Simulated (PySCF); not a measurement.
Te(GeH3)2 (Ge₂H₆Te), SMILES [GeH3][Te][GeH3].

Coordinates come from a B3LYP-D3(BJ)/def2-SVP optimisation. The structure was generated by enumeration, and PubChem lists no compound with its InChIKey, so it may never have been made. The def2 effective core potentials stand for the cores of Te; spin–orbit coupling is left out.

Two levels are set side by side: TDA-PBE/def2-SVPD (PySCF) and TDA-M06-2X/def2-SVPD (PySCF). Vertical, same geometry. The lowest singlet is HOMO→LUMO 100 % with PBE and HOMO→LUMO 93 % with the other functional; states are paired by order. Differences are taken from unrounded values.

| quantity | TDA-PBE |
|---|---|
| lowest singlet excitation (eV) | 3.61 |
| lowest triplet excitation (TDA) (eV) | 3.24 |

These are the TDA-PBE values. What does TDA-M06-2X give? (The exact figures need the calculation; the answer reports its results.)


```
quantity                              TDA-M06-2X  TDA-PBE minus TDA-M06-2X
------------------------------------  ----------  ------------------------
lowest singlet excitation (eV)              4.05                     -0.44
lowest triplet excitation (TDA) (eV)        3.76                     -0.51
```

Functionals without exact exchange tend to place singlet excitations lower, as here. Differences between two approximate levels are no errors against the true value.

Rough cost on one machine, each run with all the roots and properties that it gave: TDA-M06-2X against TDA-PBE about 10 times.
